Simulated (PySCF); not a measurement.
He (helium, neutral) across methods

1s2, closed-shell 1S. Calculation: PySCF 2.14, in dyall-av3z (10s3p2d, 29 functions); the non-relativistic Hamiltonian (point nucleus).

```json
{"method": "r2SCAN", "E (hartree)": "-2.9049", "mean ε 1s (eV)": "-16.537", "Σ⟨r²⟩ (bohr²)": "2.439", "⟨S²⟩": "0.000"}
{"method": "MN15", "E (hartree)": "-2.9217", "mean ε 1s (eV)": "-19.490", "Σ⟨r²⟩ (bohr²)": "2.433", "⟨S²⟩": "0.000"}
{"method": "B3LYP", "E (hartree)": "-2.9152", "mean ε 1s (eV)": "-18.004", "Σ⟨r²⟩ (bohr²)": "2.474", "⟨S²⟩": "0.000"}
{"method": "PBE", "E (hartree)": "-2.8929", "mean ε 1s (eV)": "-15.763", "Σ⟨r²⟩ (bohr²)": "2.509", "⟨S²⟩": "0.000"}
{"method": "CAM-B3LYP", "E (hartree)": "-2.9014", "mean ε 1s (eV)": "-19.961", "Σ⟨r²⟩ (bohr²)": "2.501", "⟨S²⟩": "0.000"}
{"method": "LDA", "E (hartree)": "-2.8348", "mean ε 1s (eV)": "-15.522", "Σ⟨r²⟩ (bohr²)": "2.573", "⟨S²⟩": "0.000"}
{"method": "r2SCANh", "E (hartree)": "-2.9043", "mean ε 1s (eV)": "-17.429", "Σ⟨r²⟩ (bohr²)": "2.430", "⟨S²⟩": "0.000"}
{"method": "UHF", "E (hartree)": "-2.86166", "mean ε 1s (eV)": "-24.979", "Σ⟨r²⟩ (bohr²)": "2.370", "⟨S²⟩": "0.000"}
```

Estimate the same row for PBE0.

E (hartree) = -2.8952; mean ε 1s (eV) = -18.221; Σ⟨r²⟩ (bohr²) = 2.459; ⟨S²⟩ = 0.000.
